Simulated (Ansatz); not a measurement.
Stepwise reaction of `S[SiH](S)S` with hydrogen, as a gas-phase model of exchange steps in deposition or etching. ΔE in kJ/mol.

Isolated molecules relaxed with PBE0-D4/def2-TZVP in Ansatz; ΔE leaves out vibrations. CBS: MP2 limit from def2 TZ/QZ plus the TZ coupled-cluster correction, frozen cores. This one scheme is used for every species. DFT in def2-TZVPP. B3LYP here is the variant with VWN-RPA as its local correlation; programs differ in this. Each species was taken in one conformer, which may not be the lowest.

```tsv
step	reaction	PBE-D4	B3LYP-D4	ωB97M-V	CCSD(T)/CBS
2	`S[SiH2]S` + H₂ → `[SiH3]S` + H₂S	45.9	38.9	39.1	41.1
3	`[SiH3]S` + H₂ → SiH₄ + H₂S	37.2	30.7	32.0	34.0
```

**Question.** Give the row of step 1, `S[SiH](S)S` + H₂ → `S[SiH2]S` + H₂S. (Best estimate.)

**Answer.** Computed: 
```csv
step,reaction,PBE-D4,B3LYP-D4,ωB97M-V,CCSD(T)/CBS
1,`S[SiH](S)S` + H₂ → `S[SiH2]S` + H₂S,53.2,46.1,45.3,46.9
```

**Question.** By hand: ΔE of the 3 steps together at CCSD(T)/CBS.

**Answer.** (46.9) + (41.1) + (34.0) = 122.0 kJ/mol, or 40.7 kJ/mol a step.

In ΔE each step is lower than the one before. All are uphill at CCSD(T)/CBS. PBE-D4 differs from CCSD(T)/CBS by 3.2 to 6.3 kJ/mol a step. Isolated molecules leave out the surface, adducts and barriers. Largest T1 diagnostic: 0.012.
